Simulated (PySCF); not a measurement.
SMILES C(CCO[SiH3])#N, GFN2-xTB optimised geometry.

```
13

N      2.90    -0.35    -2.29
C      2.52    -0.70    -1.27
C      2.02    -1.16     0.00
C      0.48    -1.16     0.00
O      0.02     0.15     0.00
Si    -1.35     0.77    -0.63
H      2.39    -2.17     0.19
H      2.38    -0.49     0.79
H      0.11    -1.71    -0.87
H      0.12    -1.67     0.90
H     -1.47     0.43    -2.05
H     -2.52     0.24     0.07
H     -1.09     2.17    -0.35
```

Density from PBE0/def2-TZVP in PySCF 2.14.0 at that geometry.

Minimum of the electron density along straight lines between bonded atoms, close to the bond critical point (lines longer than 1.1 times the sum of covalent radii, or with two minima, are not listed):

```csv
bond,length / Å,ρ at the minimum / e bohr⁻³,∇²ρ there / e bohr⁻⁵,position (fraction from the first atom)
N1–C2,1.142,0.504,0.00,0.66
C2–C3,1.441,0.278,-0.79,0.55
C3–C4,1.536,0.245,-0.61,0.51
C4–O5,1.390,0.270,-0.54,0.35
O5–Si6,1.624,0.141,0.93,0.59
C3–H7,1.093,0.278,-0.96,0.65
C3–H8,1.093,0.279,-0.97,0.65
C4–H9,1.097,0.284,-1.00,0.65
C4–H10,1.098,0.283,-1.00,0.65
Si6–H11,1.464,0.126,0.18,0.49
Si6–H12,1.467,0.125,0.18,0.49
Si6–H13,1.451,0.129,0.19,0.49
```
